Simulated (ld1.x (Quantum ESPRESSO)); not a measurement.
**PBE TM dataset for P, non-relativistic all-electron reference.**

ld1.x (Quantum ESPRESSO) 7.5 was run on this input:

```
&input
   title='P', zed=15., rel=0, dft='PBE', iswitch=3,
   config='[Ne] 3s2 3p3',
   nld=2, rlderiv=2.15, eminld=-3.0, emaxld=5.0, deld=0.02
 /
 &inputp
   pseudotype=2, tm=.true., lloc=1,
   nlcc=.true., new_core_ps=.true., rcore=0.80,
   file_pseudopw='P.UPF', file_wfcaegen='ae.wfc', file_wfcncgen='nc.wfc', file_beta='beta', file_chi='chi'
 /
2
3S  1  0   2.00   0.00  1.60  1.60  0.0
3P  2  1   3.00   0.00  1.95  1.95  0.0
 &test
   configts(1)='3s2 3p3'
 /
```

Command:

```bash
ld1.x < P.in > P.out
```

Output (shortened: banner, matrices, multipoles, cross overlaps and the repeated all-electron block are left out):

```
Program LD1 v.7.5
     --------------------------- All-electron run ----------------------------

     P

     atomic number is 15.00
     dft =PBE   lsd =0 sic =0 latt =0  beta=0.20 tr2=1.0E-14
     Exchange-correlation= PBE
                           (   1   4   3   4   0   0   0)
     mesh =1147 r(mesh) = 101.18493 a.u. xmin = -7.00 dx = 0.01250
     1 Ry =  13.60569312 eV

     n l     nl                  e(Ry)          e(Ha)          e(eV)
     1 0     1S 1( 2.00)      -152.7160       -76.3580     -2077.8067
     2 0     2S 1( 2.00)       -12.7198        -6.3599      -173.0613
     2 1     2P 1( 6.00)        -9.1512        -4.5756      -124.5080
     3 0     3S 1( 2.00)        -1.0213        -0.5106       -13.8952
     3 1     3P 1( 3.00)        -0.4055        -0.2028        -5.5176

     final scf error:  1.8E-15 reached in  26 iterations

     Etot =    -682.095522 Ry,    -341.047761 Ha,   -9280.382359 eV

     Ekin =     681.146967 Ry,     340.573484 Ha,    9267.476609 eV
     Encl =   -1623.813718 Ry,    -811.906859 Ha,  -22093.111137 eV
     Eh   =     306.420233 Ry,     153.210117 Ha,    4169.059659 eV
     Exc  =     -45.849005 Ry,     -22.924502 Ha,    -623.807490 eV

     normalization and overlap integrals

     s(1S/1S) =  1.000000  <r> =   0.1040  <r2> =    0.0145  r(max) =   0.0684
     s(2S/2S) =  1.000000  <r> =   0.5217  <r2> =    0.3244  r(max) =   0.4187
     s(2P/2P) =  1.000000  <r> =   0.4858  <r2> =    0.2963  r(max) =   0.3559
     s(3S/3S) =  1.000000  <r> =   1.9015  <r2> =    4.2098  r(max) =   1.5753
     s(3P/3P) =  1.000000  <r> =   2.3723  <r2> =    6.7831  r(max) =   1.8302

     ------------------------ End of All-electron run ------------------------

     --------------------- Generating NC pseudopotential ---------------------

      Generating local pot.: lloc=1, matching radius rcloc =   1.9500

      Computing core charge for nlcc:

       r > 0.80 : true rho core
      Core charge pseudized with two Bessel functions
      Integrated core pseudo-charge :   6.64

      Wfc   3S  rcut= 1.595  Using Troullier-Martins method

     ------------------- End of pseudopotential generation -------------------

     Computing logarithmic derivative in   2.13981
     Computing logarithmic derivative in   2.13981
     Computing the partial wave expansion
     R is outside the sphere for l=    0 j= 0.00
       no projector for channel:   1

     ---------------------- Testing the pseudopotential ----------------------

     P

     atomic number is 15.00   valence charge is  5.00
     dft =PBE   lsd =0 sic =0 latt =0  beta=0.20 tr2=1.0E-14
     mesh =1147 r(mesh) = 101.18493 xmin = -7.00 dx = 0.01250

     n l     nl             e AE (Ry)        e PS (Ry)    De AE-PS (Ry)
     1 0     3S   1( 2.00)       -1.02128       -1.02128       -0.00000
     2 1     3P   1( 3.00)       -0.40553       -0.40553       -0.00000

     eps = 4.4E-15  iter =  6

     Etot =    -682.095522 Ry,    -341.047761 Ha,   -9280.382359 eV
     Etotps =   -29.027593 Ry,     -14.513796 Ha,    -394.940519 eV

     Ekin =       4.522351 Ry,       2.261175 Ha,      61.529718 eV
     Encl =     -24.929685 Ry,     -12.464843 Ha,    -339.185648 eV
     Ehrt =      10.389554 Ry,       5.194777 Ha,     141.357085 eV
     Ecxc =     -19.439650 Ry,      -9.719825 Ha,    -264.489914 eV
     (Ecc =     -16.148564 Ry,      -8.074282 Ha,    -219.712405 eV)
     Epseu=       0.429838 Ry,       0.214919 Ha,       5.848240 eV

     ---------------------- End of pseudopotential test ----------------------
```

Generation and configuration tests took about 0.73 s on one core of a shared server CPU.

Transferability test of the new file with ld1.x, input:

```
&input
   title='P', zed=15., rel=0, dft='PBE', iswitch=2,
   config='[Ne] 3s2 3p3'
 /
 &test
   file_pseudo='P.UPF', nconf=8,
   configts(1)='3s2 3p3',
   configts(2)='3s2 3p2',
   configts(3)='3s2 3p1',
   configts(4)='3s2 3p0',
   configts(5)='3s1 3p3',
   configts(6)='3s0 3p5',
   configts(7)='3s2 3p2.5',
   configts(8)='3s1 3p0'
 /
```

```bash
ld1.x < P.test.in > P.test.out
```

Pseudopotential blocks of its output, shortened (energy terms left out):

```
     ---------------------- Testing the pseudopotential ----------------------

     n l     nl             e AE (Ry)        e PS (Ry)    De AE-PS (Ry)
     1 0     3S   1( 2.00)       -1.02128       -1.02128       -0.00000
     2 1     3P   1( 3.00)       -0.40553       -0.40553       -0.00000

     eps = 3.7E-15  iter =  6

     Etot =    -682.095522 Ry,    -341.047761 Ha,   -9280.382358 eV
     Etotps =   -29.027593 Ry,     -14.513796 Ha,    -394.940520 eV

     ---------------------- End of pseudopotential test ----------------------

          ---------------------- Testing the pseudopotential ----------------------

     n l     nl             e AE (Ry)        e PS (Ry)    De AE-PS (Ry)
     1 0     3S   1( 2.00)       -1.70559       -1.70489       -0.00069
     2 1     3P   1( 2.00)       -1.04566       -1.04514       -0.00052

     eps = 3.1E-15  iter =  6

     Etot =    -681.379515 Ry,    -340.689758 Ha,   -9270.640584 eV
     Etotps =   -28.311789 Ry,     -14.155894 Ha,    -385.201512 eV
     dEtot_ae =       0.716007 Ry
     dEtot_ps =       0.715804 Ry,   Delta E=       0.000203 Ry

     ---------------------- End of pseudopotential test ----------------------

          ---------------------- Testing the pseudopotential ----------------------

     n l     nl             e AE (Ry)        e PS (Ry)    De AE-PS (Ry)
     1 0     3S   1( 2.00)       -2.48884       -2.48660       -0.00224
     2 1     3P   1( 1.00)       -1.78494       -1.78300       -0.00194

     eps = 7.4E-15  iter =  8

     Etot =    -679.971336 Ry,    -339.985668 Ha,   -9251.481330 eV
     Etotps =   -26.904756 Ry,     -13.452378 Ha,    -366.057857 eV
     dEtot_ae =       2.124186 Ry
     dEtot_ps =       2.122837 Ry,   Delta E=       0.001350 Ry

     ---------------------- End of pseudopotential test ----------------------

          ---------------------- Testing the pseudopotential ----------------------

     n l     nl             e AE (Ry)        e PS (Ry)    De AE-PS (Ry)
     1 0     3S   1( 2.00)       -3.34445       -3.33993       -0.00452
     2 1     3P   1( 0.00)       -2.59869       -2.59448       -0.00422

     eps = 4.1E-15  iter =  7

     Etot =    -677.784790 Ry,    -338.892395 Ha,   -9221.731854 eV
     Etotps =   -24.721238 Ry,     -12.360619 Ha,    -336.349583 eV
     dEtot_ae =       4.310733 Ry
     dEtot_ps =       4.306354 Ry,   Delta E=       0.004378 Ry

     ---------------------- End of pseudopotential test ----------------------

          ---------------------- Testing the pseudopotential ----------------------

     n l     nl             e AE (Ry)        e PS (Ry)    De AE-PS (Ry)
     1 0     3S   1( 1.00)       -1.75543       -1.75476       -0.00067
     2 1     3P   1( 3.00)       -1.08876       -1.08808       -0.00068

     eps = 1.7E-16  iter =  9

     Etot =    -680.716156 Ry,    -340.358078 Ha,   -9261.615121 eV
     Etotps =   -27.648514 Ry,     -13.824257 Ha,    -376.177193 eV
     dEtot_ae =       1.379367 Ry
     dEtot_ps =       1.379079 Ry,   Delta E=       0.000287 Ry

     ---------------------- End of pseudopotential test ----------------------

          ---------------------- Testing the pseudopotential ----------------------

     n l     nl             e AE (Ry)        e PS (Ry)    De AE-PS (Ry)
     1 0     3S   1( 0.00)       -1.11900       -1.11905        0.00005
     2 1     3P   1( 5.00)       -0.48438       -0.48411       -0.00027

     eps = 8.3E-15  iter = 10

     Etot =    -680.844384 Ry,    -340.422192 Ha,   -9263.359749 eV
     Etotps =   -27.776158 Ry,     -13.888079 Ha,    -377.913877 eV
     dEtot_ae =       1.251139 Ry
     dEtot_ps =       1.251435 Ry,   Delta E=      -0.000296 Ry

     ---------------------- End of pseudopotential test ----------------------

          ---------------------- Testing the pseudopotential ----------------------

     n l     nl             e AE (Ry)        e PS (Ry)    De AE-PS (Ry)
     1 0     3S   1( 2.00)       -1.34887       -1.34861       -0.00025
     2 1     3P   1( 2.50)       -0.71122       -0.71105       -0.00017

     eps = 6.9E-17  iter =  6

     Etot =    -681.817642 Ry,    -340.908821 Ha,   -9276.601609 eV
     Etotps =   -28.749750 Ry,     -14.374875 Ha,    -391.160281 eV
     dEtot_ae =       0.277880 Ry
     dEtot_ps =       0.277842 Ry,   Delta E=       0.000038 Ry

     ---------------------- End of pseudopotential test ----------------------

          ---------------------- Testing the pseudopotential ----------------------

     n l     nl             e AE (Ry)        e PS (Ry)    De AE-PS (Ry)
     1 0     3S   1( 1.00)       -4.28654       -4.28056       -0.00598  !
     2 1     3P   1( 0.00)       -3.50029       -3.49425       -0.00605  !

     eps = 2.1E-15  iter =  7

     Etot =    -673.971563 Ry,    -336.985781 Ha,   -9169.850258 eV
     Etotps =   -20.913391 Ry,     -10.456695 Ha,    -284.541179 eV
     dEtot_ae =       8.123960 Ry
     dEtot_ps =       8.114202 Ry,   Delta E=       0.009758 Ry

     ---------------------- End of pseudopotential test ----------------------
```
